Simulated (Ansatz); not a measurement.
**One reagent, a row of partners**

Four-centre ligand exchange: SiH₄O ([OH][SiH3]) meets different compounds of B. Each row is one chosen step, not always the lowest open to these reactants.

Gas-phase electronic energies, without zero-point energy, by CCSD(T) at an estimated basis limit (MP2 extrapolated from triple and quadruple zeta, plus CCSD(T) − MP2 in triple zeta); Ansatz 0.2.0, def2-TZVPP and QZVPP, frozen cores, on PBE0-D4/def2-TZVP structures. Extrapolation: Hartree–Fock as exp(−7.88 √X), correlation as X^−2.97. All energies, in eV, count from the separated reactants, without counterpoise correction; the start and end structures are the complexes reached by relaxing down from the saddle, and deeper ones may exist. Brackets give SMILES, or, where every atom is bracketed, only which atoms are joined. Steps whose reference was doubtful or whose search ended elsewhere are left out.

| reactants | products | broken | formed | start structure | saddle | end structure | saddle by PBE-D4/TZ |
| --- | --- | --- | --- | --- | --- | --- | --- |
| SiH₄O ([OH][SiH3]) + BH₃ | BSiH₅O ([BH2][O][SiH3]) + H₂ | B–H, H–O | B–O, H–H | -0.627 | 0.374 | -1.330 | -0.057 |
| BHCl₂ ([Cl][BH][Cl]) + SiH₄O ([OH][SiH3]) | BSiH₃Cl₂O ([SiH3][O][B]([Cl])[Cl]) + H₂ | B–H, H–O | B–O, H–H | -0.448 | 0.872 | -1.199 | 0.566 |
| SiH₄O ([OH][SiH3]) + BHF₂ ([F][BH][F]) | BSiH₃OF₂ ([F][B]([F])[O][SiH3]) + H₂ | B–H, H–O | B–O, H–H | -0.255 | 0.982 | -1.161 | 0.646 |
| BH₃O₂ ([OH][BH][OH]) + SiH₄O ([OH][SiH3]) | BSiH₅O₃ ([OH][B]([OH])[O][SiH3]) + H₂ | B–H, H–O | B–O, H–H | -0.101 | ? | -1.132 | 1.039 |

**Question.** What is the height of the saddle for BH₃O₂ ([OH][BH][OH]) + SiH₄O ([OH][SiH3])? (To be estimated.)

**Answer.** By the calculation: 1.365 eV relative to the separated reactants, the highest of the series; above its start structure the barrier is 1.365 − (-0.101) ≈ 1.466 eV.

**Question.** How do the PBE-D4 saddles lie against the coupled-cluster estimate?

**Answer.** All lower, by 0.306 to 0.430 eV.

This is the kind of ligand exchange by which a precursor binds to a hydroxyl group, or is hydrolysed, in atomic layer deposition of oxides.

The T1 diagnostic stays at or below 0.014.

For scale, one of the runs: CCSD(T)/def2-TZVPP, 264 basis functions, launched by `ansatz run in.yaml --threads 8 --pin off --events-out ev --progress --plain --max-ram 19148MiB`. Time: 29 s of wall clock on 8 CPU threads of an Intel Xeon 6975P-C; the host was shared. Peak host memory: 7.3 GiB.
